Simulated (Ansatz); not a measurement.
Stepwise reaction of `[F][Ge][F]` with ammonia, as a gas-phase model of exchange steps in deposition or etching. ΔE in kJ/mol; ΔG adds harmonic PBE0-D4 terms to CCSD(T)/CBS, at 1 bar.

Program: Ansatz. Geometries: PBE0-D4/def2-TZVP. ΔE: electronic, gas phase. CBS: MP2 limit from def2 TZ/QZ plus the TZ coupled-cluster correction, frozen cores. This one scheme is used for every species. DFT in def2-TZVPP. B3LYP here is the variant with VWN-RPA as its local correlation; programs differ in this. For Ge outer-core shells are correlated without core-valence functions, which leaves a few kJ/mol of doubt a bond. Scalar relativity is left out up to krypton. One conformer a species, not always the lowest.

```csv
step,reaction,PBE-D4,B3LYP-D4,ωB97M-V,CCSD(T)/CBS,ΔG(600 K)
1,`[F][Ge][F]` + NH₃ → `[NH2][Ge][F]` + H–F,53.2,55.6,55.9,46.2,44.9
2,`[NH2][Ge][F]` + NH₃ → `[NH2][Ge][NH2]` + H–F,69.4,72.4,71.4,60.8,61.9
```

(1) By hand: ΔE of the 2 steps together at CCSD(T)/CBS.

Answers

(1) (46.2) + (60.8) = 107.0 kJ/mol, or 53.5 kJ/mol a step.

In ΔE each step is higher than the one before. All are uphill at CCSD(T)/CBS. ΔG lies between 44.9 and 61.9 kJ/mol a step. PBE-D4 differs from CCSD(T)/CBS by 7.0 to 8.6 kJ/mol a step. Isolated molecules leave out the surface, adducts and barriers. Largest T1 diagnostic: 0.015.
